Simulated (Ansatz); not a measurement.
The cluster Be3⁻. Total charge -1; doublet. Geometry relaxed at B3LYP/def2-TZVPD.

```xyz
3

Be    0.4954   -0.3976   -1.0292
Be   -1.0535    0.5934   -0.0247
Be    0.5581   -0.1958    1.0539
```

The structure comes from a short search, and lower isomers may exist.

**Question.** Estimate the harmonic wavenumbers at UKS B3LYP/def2-TZVPD (Ansatz, unscaled). Is this a minimum?

**Answer.** 396, 498, 591 cm⁻¹. Yes, no mode is imaginary beyond noise. Zero-point energy 8.9 kJ/mol. Run time 7.5 s (4 threads of Arm Neoverse V2 on a shared host).
